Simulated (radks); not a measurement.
Problem. Radial electron density D(r) = 4 pi r^2 rho(r) of an atom or ion with 51 electrons. Method: scalar-relativistic Kohn-Sham, MS2 meta-GGA, spin-polarised, spherical densities, finite nucleus; meta-GGA in the generalised Kohn-Sham scheme; Fermi nuclear charge, rms radius of each element as measured or else 0.836 A^(1/3) + 0.57 fm; computed with a radial shooting solver on a logarithmic mesh with Libxc functionals.

r (bohr)  D(r) (e/bohr)  spin D(r)
0.003091          13.32   0.000521
0.004156          20.45   0.000831
0.005632          30.49    0.00134
0.007573          42.61    0.00217
0.01018           55.52    0.00367
0.0138            66.29    0.00679
0.01855           70.41     0.0133
0.02514           66.85     0.0269
0.0338            61.54     0.0498
0.04581           65.55     0.0785
0.06159           81.25     0.0885
0.08281           91.43     0.0509
0.1122            79.15   -0.00575
0.1509            65.17     0.0423
0.2045            73.68      0.178
0.2749            72.15      0.111
0.3726            40.12    0.00654
0.501             25.39      0.327
0.6735            29.93      0.341
0.9128            20.93    -0.0558
1.227             9.032      0.718
1.663             4.563       1.76
2.236             2.231       1.35
3.031            0.6592      0.523
4.075            0.2182      0.211
5.478           0.05250     0.0524
7.425          0.003377    0.00338

What is the nuclear charge?

Solution. Z = 54. The innermost maximum, from 1s, lies near gamma/Z bohr with gamma = sqrt(1 - (Z/c)^2) = 0.919, here 0.017 bohr (found: 0.0187), and its height grows with Z. The density is that of the xenon ion Xe3+ in [Kr] 4d10 5s2 5p2.5 6s0.5; the configuration itself is not fixed sharply by these data, and Z only to a few units. D(r) has 4 maxima, at r = 0.0187, 0.0822, 0.236, 0.674 bohr, and minima at 0.0363, 0.156, 0.493 bohr, inside which lie 1.99, 11.19, 28.95 electrons.
